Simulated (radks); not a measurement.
The sulfur anion S2-, [Ar], held by a Watson sphere: a shell of charge +2 at radius R that stands for the Madelung well of a crystal (potential energy -2/R inside, -2/r outside, in hartree with lengths in bohr). Method: non-relativistic Kohn-Sham, PBE, spin-polarised, spherical densities, point nucleus; computed with a radial shooting solver on a logarithmic mesh with Libxc functionals. Response by self-consistent Sternheimer equations with the Hartree and adiabatic LDA kernel. The sphere does not respond.

\begin{tabular}{lrrrrrrr}
R (bohr) & e(2p) (eV) & e(3s) (eV) & e(3p) (eV) & <r> 3p (bohr) & sum of <r^2> (bohr^2) & X-ray form factor at sin(theta)/lambda = 0.1 1/angstrom & alpha (bohr^3) \\ \hline
2.25 & -153.31 & -17.600 & -7.953 & 2.132 & 41.69 & 15.442 & 26.71 \\
2.36 & -153.27 & -17.275 & -7.719 & 2.160 & 42.72 & 15.395 & 28.49 \\
2.48 & -153.23 & -16.933 & -7.462 & 2.191 & 43.84 & 15.345 & 30.58 \\
2.9 & -153.01 & -15.849 & -6.578 & 2.290 & 47.62 & 15.186 & 39.28 \\
3.65 & -152.38 & -14.318 & -5.170 & 2.442 & 53.96 & 14.964 & 61.05 \\
3.66 & -152.37 & -14.301 & -5.153 & 2.444 & 54.04 & 14.962 & 61.41 \\
4.61 & -151.49 & -12.942 & -3.774 & 2.600 & 61.65 & 14.770 & 105.1 \\
4.62 & -151.49 & -12.930 & -3.762 & 2.601 & 61.73 & 14.768 & 105.7 \\
\end{tabular}
